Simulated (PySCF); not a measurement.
(E)-3-chloropent-3-en-1-yne (C5H5Cl), SMILES C(/C(=C\C)Cl)#C.

Geometry optimised at B3LYP-D3(BJ)/def2-SVP.

Two levels are set side by side: TDA-PBE/def2-SVPD (PySCF) and TDA-B3LYP/def2-SVPD (PySCF). Vertical, same geometry. The lowest singlet is HOMO→LUMO+1 99 % with PBE and HOMO→LUMO+1 97 % with the other functional; states are paired by order. Differences are taken from unrounded values.

| quantity | TDA-B3LYP | TDA-PBE | TDA-PBE minus TDA-B3LYP |
|---|---|---|---|
| lowest singlet excitation (eV) | 5.05 | 4.76 | -0.30 |
| lowest triplet excitation (TDA) (eV) | 3.23 | 3.18 | -0.05 |
| first bright state (f over 0.05) (eV) | 5.53 | 5.35 | -0.19 |
| its oscillator strength | 0.29 | 0.28 | -0.01 |

A lower first singlet is the usual sign of a functional without exact exchange. Differences between two approximate levels are no errors against the true value.

Rough cost on one machine, each run with all the roots and properties that it gave: TDA-B3LYP against TDA-PBE about 2 times.
